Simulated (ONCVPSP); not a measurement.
Scattering properties, ONCV potential for N (Z = 7)

```json
{"Element": "N (Z = 7)", "Generator": "ONCVPSP 4.0.1", "Type": "optimised norm-conserving Vanderbilt (ONCV)", "Functional": "revPBE", "Relativity": "scalar-relativistic", "Frozen core": "[He]", "Valence charge": "5", "Reference configuration": "2s2 2p1 (charge +2)", "Partial waves": "2s: rc 0.85 bohr, ncon 4, nbas 7, qcut 7.1 1/bohr, 2 projectors, debl 1.3 Ha; 2p: rc 2.05 bohr, ncon 4, nbas 9, qcut 6.7 1/bohr, 3 projectors, debl 3 Ha", "Local potential": "polynomial inside 0.75 bohr (lpopt 5, dvloc0 9.5 Ha)", "Core correction": "none"}
```

In the s channel the program set the typed energies aside and used -1.809, 0.250 Ha.

The phase is arctan(r·R′/R) of the radial function R(r), unwrapped; energies in Ha, scanned from -3 to 5 Ha. A pole is an energy at which the radial function vanishes at the test radius. The pseudo phase is shifted by a multiple of π to meet the all-electron one at the reference energy, and phase errors are pseudo minus all-electron; the curves can meet again beyond the range given. Levels narrower than the energy grid can be missing from the lists of poles.

Task: For each channel, where are the poles, and over which energies does the pseudopotential scatter like the atom?

Result:

```csv
channel,radius (bohr),reference energy (Ha),"poles, all-electron","poles, pseudo",unbroken range about the reference energy with phases within 0.05 rad,phase error 1 Ha above the reference energy (rad)
s,0.86,-1.81,none,none,the whole range,-0.000
p,2.08,-1.38,"-1.18, 2.51","-1.18, 2.51",the whole range,+0.000
```

Phases in the s channel:

```json
{"E (Ha)": "-2.98", "all-electron": "-0.135", "pseudo": "-0.136"}
{"E (Ha)": "-2.54", "all-electron": "-0.327", "pseudo": "-0.327"}
{"E (Ha)": "-2.10", "all-electron": "-0.506", "pseudo": "-0.506"}
{"E (Ha)": "-1.66", "all-electron": "-0.666", "pseudo": "-0.666"}
{"E (Ha)": "-1.22", "all-electron": "-0.802", "pseudo": "-0.802"}
{"E (Ha)": "-0.78", "all-electron": "-0.916", "pseudo": "-0.916"}
{"E (Ha)": "-0.34", "all-electron": "-1.011", "pseudo": "-1.011"}
{"E (Ha)": "0.10", "all-electron": "-1.090", "pseudo": "-1.090"}
{"E (Ha)": "0.54", "all-electron": "-1.157", "pseudo": "-1.157"}
{"E (Ha)": "0.98", "all-electron": "-1.213", "pseudo": "-1.213"}
{"E (Ha)": "1.42", "all-electron": "-1.261", "pseudo": "-1.261"}
{"E (Ha)": "1.86", "all-electron": "-1.302", "pseudo": "-1.302"}
{"E (Ha)": "2.30", "all-electron": "-1.338", "pseudo": "-1.339"}
{"E (Ha)": "2.74", "all-electron": "-1.370", "pseudo": "-1.371"}
{"E (Ha)": "3.18", "all-electron": "-1.399", "pseudo": "-1.399"}
{"E (Ha)": "3.62", "all-electron": "-1.425", "pseudo": "-1.425"}
{"E (Ha)": "4.06", "all-electron": "-1.448", "pseudo": "-1.449"}
{"E (Ha)": "4.50", "all-electron": "-1.470", "pseudo": "-1.471"}
{"E (Ha)": "4.94", "all-electron": "-1.490", "pseudo": "-1.491"}
```
